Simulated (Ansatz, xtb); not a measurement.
A geometry optimisation of AlClHNO with r2SCAN-D4/def2-SVP

The starting geometry of this gas-phase singlet has its atoms placed at random.

```xyz
5

Al    1.2187   -1.0962   -0.8637
Cl    0.3682   -1.3530    1.4705
N    -0.9187    0.3023    0.0168
O    -1.7045   -0.1224   -1.1178
H    -0.5989   -0.8325    1.0662
```

Guess where an optimisation with r2SCAN-D4/def2-SVP ends from this start.

It ends as a structure given below by its coordinates. Distances that change by over a tenth: Al1–Cl2 (2.50 → 2.13 Å), N3–O4 (1.44 → 1.24 Å). Contacts that open: Cl2–H5 (1.17 → 4.02 Å). Contacts that close: Al1–N3 (2.70 → 1.98 Å), N3–H5 (1.58 → 1.06 Å).

The energy falls by 5.20 eV over 26 steps:

| step | E − E(last) (eV) |
| --- | --- |
| 1 | 5.202 |
| 4 | 2.089 |
| 7 | 1.451 |
| 9 | 0.802 |
| 12 | 0.240 |
| 15 | 0.054 |
| 18 | 0.010 |
| 20 | 0.002 |
| 23 | 0.000 |
| 26 | 0.000 |

Final geometry (Å):

```xyz
5

Al    0.9832   -0.6520    0.0381
Cl    1.1964   -2.4663    1.1353
N    -0.9430   -0.2194   -0.0372
O    -1.6838   -0.4586   -1.0003
H    -1.1882    0.6945    0.4360
```

From the same start GFN2-xTB ends elsewhere, differing in Al1–O4 (1.67 against 2.87 Å here).

From so rough a start the end depends on the optimiser's path, so another program may land elsewhere. No frequencies were run, so the end isn't proven a minimum. Run with Ansatz 0.2.0, 65 s on 1 thread of Arm Neoverse V2, on a shared host.
